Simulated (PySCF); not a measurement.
Be(SeH)2, SMILES [SeH][Be][SeH] (PBE0/def2-SVP optimised geometry):

```
5

Be     0.025     0.666     0.000
Se    -2.005     0.693    -0.049
H     -2.056    -0.693     0.451
Se     2.056     0.666     0.000
H      2.076     1.169     1.385
```

Level of theory: PBE0/def2-TZVP (PySCF).

Question: What are the frontier orbital energies and the dipole moment?

Answer: HOMO-2 -8.72 eV, HOMO-1 -7.43 eV, HOMO -7.42 eV, LUMO -0.83 eV, LUMO+1 -0.78 eV; dipole moment 0.77 D.

On the same geometry PBE/def2-TZVP (PySCF) gives HOMO-2 -7.53 eV, HOMO-1 -6.30 eV, HOMO -6.30 eV, LUMO -1.62 eV, LUMO+1 -1.58 eV; dipole moment 0.72 D.

Meta-Löwdin charges at PBE0/def2-TZVP: Be1 1.14, Se2 -0.65, H3 0.08, Se4 -0.65, H5 0.08.
